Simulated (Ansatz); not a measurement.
Z-matrix (Å, degrees):
```
C
N 1 1.435
H 1 1.094 2 110.0
H 1 1.101 2 113.3 3 121.3
H 1 1.094 2 110.0 3 -117.4
C 2 1.264 1 118.8 3 -121.3
N 6 1.366 2 120.0 1 180.0
H 6 1.099 2 123.7 1 -0.0
Si 7 1.747 6 119.2 2 -0.0
H 7 1.004 6 117.5 2 -180.0
H 9 1.482 7 111.9 6 -62.2
H 9 1.482 7 111.9 6 62.2
H 9 1.488 7 103.7 6 -180.0
```

Total charge 0; spin multiplicity 1.

Question: List the r2SCAN/def2-TZVPP orbital energies in eV (Ansatz 0.2.0). (Estimate.)

Answer: Ansatz gave: Occupied: -1791.11, -385.60, -384.69, -274.83, -273.44, -141.52, -96.41, -96.37, -96.35, -24.97, -22.73, -17.98, -15.33, -14.06, -12.95, -11.65, -10.95, -10.25, -9.59, -9.56, -8.46, -8.17, -6.19, -5.80. Lowest empty: -0.30, 0.32, 1.24, 1.65, 1.85, 1.92, 2.25, 3.12.
